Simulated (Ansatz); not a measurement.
`[SiH3]N([SiH3])[Si]Cl` + CH₃OH → `CO[Si]Cl` + `[SiH3]N[SiH3]` at 700 K and 1 bar (ligand exchange at the Si–N bond).

Program: Ansatz. Geometries: PBE0-D4/def2-TZVP. ΔE: electronic, gas phase. CBS: MP2 limit from def2 TZ/QZ plus the TZ coupled-cluster correction, frozen cores. This one scheme is used for every species. Each species was taken in one conformer, which may not be the lowest.

```json
{"species": "`[SiH3]N([SiH3])[Si]Cl`", "CCSD(T)/CBS energy (Eh)": "-1385.41346", "H − E (kJ/mol)": "246.6", "S (J/(mol·K))": "519.1"}
{"species": "CH₃OH", "CCSD(T)/CBS energy (Eh)": "-115.61712", "H − E (kJ/mol)": "170.8", "S (J/(mol·K))": "288.5"}
{"species": "`CO[Si]Cl`", "CCSD(T)/CBS energy (Eh)": "-863.93892", "H − E (kJ/mol)": "170.7", "S (J/(mol·K))": "400.0"}
{"species": "`[SiH3]N[SiH3]`", "CCSD(T)/CBS energy (Eh)": "-637.10515", "H − E (kJ/mol)": "245.6", "S (J/(mol·K))": "444.2"}
```

H − E and S are ideal-gas, rigid-rotor, harmonic terms from PBE0-D4/def2-TZVP, for one conformer and one mirror image of each species. 1 Eh = 2625.50 kJ/mol, R = 8.31446 J/(mol·K).

Problem. By hand: ΔE, ΔH, ΔS and ΔG.

Solution. ΔE = (-863.93892) + (-637.10515) − (-1385.41346) − (-115.61712) = -0.01349 Eh = -35.4 kJ/mol. Δ(H − E) = 170.7 + 245.6 − 246.6 − 170.8 = -1.1, so ΔH = -36.5 kJ/mol. ΔS = 400.0 + 444.2 − 519.1 − 288.5 = 36.6 J/(mol·K). ΔG = -36.5 − 700 × (36.6)/1000 = -62.1 kJ/mol.

Problem. By hand: the equilibrium constant, and the temperature at which ΔG would vanish if ΔH and ΔS stayed fixed.

Solution. log₁₀ K = −ΔG/(RT ln 10) = 4.6. ΔH and −TΔS have one sign here, so there is no such temperature.

TΔS isn't small against ΔH here. A doubt of 5 kJ/mol in ΔE shifts log₁₀ K by 0.4 here. Other conformers and mirror images would add mixing entropy, several J/(mol·K) or more a flexible species. Modes under 60 cm⁻¹, often nearly free rotors, make the harmonic entropy too high. These are equilibria of isolated gas molecules and say nothing of rates. Largest T1 diagnostic: 0.014 (customary marks: 0.02 for closed shells, 0.045 for open ones).
